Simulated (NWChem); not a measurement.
System: Si₂H₄SF₂; SMILES F[SiH](F)S[SiH3]

Output (shortened):

```
             Northwest Computational Chemistry Package (NWChem) 7.3.0
             --------------------------------------------------------

                             Geometry "geometry" -> ""
                             -------------------------

 Output coordinates in angstroms (scale by  1.889725989 to convert to a.u.)

  No.       Tag          Charge          X              Y              Z
 ---- ---------------- ---------- -------------- -------------- --------------
    1 Si                  14.0000     0.70552100     1.87410400    -0.10482200
    2 S                   16.0000    -1.14730700     0.76014000     0.11008200
    3 Si                  14.0000    -0.36638700    -1.19823100     0.10128600
    4 F                    9.0000     0.99409800    -1.21555600    -0.77220800
    5 F                    9.0000     0.06726400    -1.67877400     1.57683200
    6 H                    1.0000     1.73313700     1.36129400     0.84305300
    7 H                    1.0000     1.20585600     1.80133900    -1.50450100
    8 H                    1.0000     0.33185600     3.27379300     0.23688400
    9 H                    1.0000    -1.33536800    -2.16784300    -0.44246400

 Effective nuclear repulsion energy (a.u.)     380.0925942678

                                 NWChem DFT Module
                                 -----------------

 Summary of "ao basis" -> "ao basis" (spherical)
 ------------------------------------------------------------------------------
       Tag                 Description            Shells   Functions and Types
 ---------------- ------------------------------  ------  ---------------------
 Si                         def2-svp                 8       18   4s3p1d
 S                          def2-svp                 8       18   4s3p1d
 F                          def2-svp                 6       14   3s2p1d
 H                          def2-svp                 3        5   2s1p

            General Information
            -------------------
          SCF calculation type: DFT
          Wavefunction type:  closed shell.
          No. of atoms     :     9
          No. of electrons :    66
           Alpha electrons :    33
            Beta electrons :    33
          Charge           :     0
          Spin multiplicity:     1
          Use of symmetry is: off; symmetry adaption is: off
          Maximum number of iterations: 150
          AO basis - number of functions:   102
                     number of shells:    48
          Convergence on energy requested:  1.00D-06
          Convergence on density requested:  1.00D-05
          Convergence on gradient requested:  5.00D-04

              XC Information
              --------------
                         B3LYP Method XC Potential
                     Hartree-Fock (Exact) Exchange  0.200
                        Slater Exchange Functional  0.800 local
                    Becke 1988 Exchange Functional  0.720 non-local
              Lee-Yang-Parr Correlation Functional  0.810
                  VWN I RPA Correlation Functional  0.190 local

             Grid Information
             ----------------
          Grid used for XC integration:  medium
          Radial quadrature: Mura-Knowles
          Angular quadrature: Lebedev.
          Tag              B.-S. Rad. Rad. Pts. Rad. Cut. Ang. Pts.
          ---              ---------- --------- --------- ---------
          Si                  1.10       88          11.0       590
          S                   1.00       88           9.0       590
          F                   0.50       49          12.0       434
          H                   0.35       45          13.0       434
          Grid pruning is: on
          Number of quadrature shells:   542
          Spatial weights used:  Erf1

      Superposition of Atomic Density Guess
      -------------------------------------

 Sum of atomic energies:       -1175.40654589

      Non-variational initial energy
      ------------------------------

 Total energy =   -1176.550744
 1-e energy   =   -2388.479608
 2-e energy   =     831.836270
 HOMO         =      -0.322395
 LUMO         =       0.058598

     ---------------------------------------------
      Total Density - Mulliken Population Analysis
     ---------------------------------------------

    Atom       Charge   Shell Charges
 -----------   ------   -------------------------------------------------------
    1 Si  14    13.46   2.00  1.99  0.99  0.26  5.94  1.06  1.09  0.14
    2 S   16    16.57   2.00  1.99  1.20  0.65  5.94  1.82  2.94  0.03
    3 Si  14    12.54   2.00  1.99  0.85  0.15  5.93  0.80  0.53  0.29
    4 F    9     9.57   1.99  1.14  0.78  3.51  2.14  0.00
    5 F    9     9.57   1.99  1.15  0.78  3.52  2.13  0.00
    6 H    1     1.07   0.70  0.36  0.01
    7 H    1     1.07   0.70  0.36  0.01
    8 H    1     1.07   0.70  0.36  0.01
    9 H    1     1.08   0.69  0.38  0.01

   convergence    iter        energy       DeltaE   RMS-Dens  Diis-err
 ---------------- ----- ----------------- --------- --------- ---------
 d= 0,ls=0.0,diis     1  -1178.9211131778 -1.56D+03  1.51D-02  8.77D-01
 d= 0,ls=0.0,diis     2  -1178.8785140927  4.26D-02  7.51D-03  1.62D+00
 d= 0,ls=0.0,diis     3  -1179.0213132847 -1.43D-01  1.38D-03  2.97D-02
 d= 0,ls=0.0,diis     4  -1179.0233095087 -2.00D-03  6.45D-04  3.94D-03
 d= 0,ls=0.0,diis     5  -1179.0238580955 -5.49D-04  1.67D-04  2.24D-04
  Resetting Diis
 d= 0,ls=0.0,diis     6  -1179.0238929661 -3.49D-05  3.03D-05  7.34D-06
 d= 0,ls=0.0,diis     7  -1179.0238940526 -1.09D-06  1.00D-05  4.70D-07
 d= 0,ls=0.0,diis     8  -1179.0238940331  1.95D-08  5.31D-06  7.67D-07

         Total DFT energy =    -1179.023894033116
      One electron energy =    -2390.549029490162
           Coulomb energy =      921.550009716390
    Exchange-Corr. energy =      -90.117468527190
 Nuclear repulsion energy =      380.092594267846

 Numeric. integr. density =       66.000016893148

                       DFT Final Molecular Orbital Analysis
                       ------------------------------------

 Vector   31  Occ=2.000000D+00  E=-3.563688D-01
              MO Center= -5.4D-01,  5.1D-01,  2.6D-02, r^2= 4.9D+00
   Bfn.  Coefficient  Atom+Function         Bfn.  Coefficient  Atom+Function
  ----- ------------  ---------------      ----- ------------  ---------------
    30      0.253248  2 S  py                29      0.246577  2 S  px
    27      0.227369  2 S  py                98      0.226842  9 H  s
    26      0.210516  2 S  px                93     -0.196571  8 H  s
     9     -0.189237  1 Si py                99      0.161126  9 H  s
    12     -0.152281  1 Si py                45     -0.138389  3 Si py

 Vector   32  Occ=2.000000D+00  E=-3.328157D-01
              MO Center= -5.7D-01,  7.6D-01,  1.3D-01, r^2= 3.8D+00
   Bfn.  Coefficient  Atom+Function         Bfn.  Coefficient  Atom+Function
  ----- ------------  ---------------      ----- ------------  ---------------
    29      0.410657  2 S  px                26      0.308000  2 S  px
    30     -0.204650  2 S  py                21     -0.177212  2 S  s
    23      0.177061  2 S  px                83     -0.171772  6 H  s
    27     -0.163700  2 S  py                45      0.161213  3 Si py
     8     -0.149942  1 Si px                93      0.140865  8 H  s

 Vector   33  Occ=2.000000D+00  E=-2.833267D-01
              MO Center= -8.0D-01,  7.3D-01,  4.8D-02, r^2= 2.5D+00
   Bfn.  Coefficient  Atom+Function         Bfn.  Coefficient  Atom+Function
  ----- ------------  ---------------      ----- ------------  ---------------
    31      0.588484  2 S  pz                28      0.417930  2 S  pz
    25      0.238394  2 S  pz                88      0.142330  7 H  s
    89      0.131971  7 H  s                 84     -0.110497  6 H  s
    83     -0.109144  6 H  s                 49      0.088596  3 Si pz
    73      0.067315  5 F  py                10     -0.064171  1 Si pz

[...]

                     NWChem Electrostatic Potential Fit Module
                     -----------------------------------------

 Atom parameters

 Number of atoms is                                    9
 Number of basis functions is                        102

 Grid parameters

 Maximum number of grid points is                  43310
 Number of grid points is                          43309
 Grid range                                     0.300000 nm
 Grid spacing                                   0.020000 nm
 Probe radius                                   0.070000 nm
 Atom radius factor                             1.000000

 Atomic radii

    1    0.100000
    9    0.128000
   14    0.187000
   16    0.174000
 FASTESP  F
  using M.O. file = ./job.movecs

    Atom              Coordinates                           Charge

                                                  ESP

    1 Si    0.070552    0.187410   -0.010482    0.500180
    2 S    -0.114731    0.076014    0.011008   -0.376467
    3 Si   -0.036639   -0.119823    0.010129    0.900388
    4 F     0.099410   -0.121556   -0.077221   -0.317293
    5 F     0.006726   -0.167877    0.157683   -0.316457
    6 H     0.173314    0.136129    0.084305   -0.088974
    7 H     0.120586    0.180134   -0.150450   -0.103882
    8 H     0.033186    0.327379    0.023688   -0.080681
    9 H    -0.133537   -0.216784   -0.044246   -0.116815
                                            ------------
                                                0.000000

 Dipole moment                                  0.424126

 Quadrupole moment Qxx                         -1.751044
                   Qyy                          5.588594
                   Qzz                         -3.837549

 RMS deviation kJ/mol                           0.062127

 RRMS %                                        40.673969
```

Level: B3LYP/def2-SVP. Geometry: optimised at PBE0/def2-SVP. B3LYP is NWChem's, with the RPA form of VWN correlation.

Question: Write an input that gives this output.

Answer: Several could match; the one computed here: the input that was run:
```
start job
memory heap 200 mb stack 900 mb global 1100 mb
geometry units angstroms noautosym nocenter noautoz
  Si     0.705521     1.874104    -0.104822
  S     -1.147307     0.760140     0.110082
  Si    -0.366387    -1.198231     0.101286
  F      0.994098    -1.215556    -0.772208
  F      0.067264    -1.678774     1.576832
  H      1.733137     1.361294     0.843053
  H      1.205856     1.801339    -1.504501
  H      0.331856     3.273793     0.236884
  H     -1.335368    -2.167843    -0.442464
end
basis spherical
  Si library def2-svp
  S library def2-svp
  F library def2-svp
  H library def2-svp
end
dft
  xc b3lyp
  iterations 150
  mulliken
end
task dft energy
esp
  recalculate
  probe 0.07
  range 0.3
  factor 1.0
  spacing 0.02
end
task esp
```
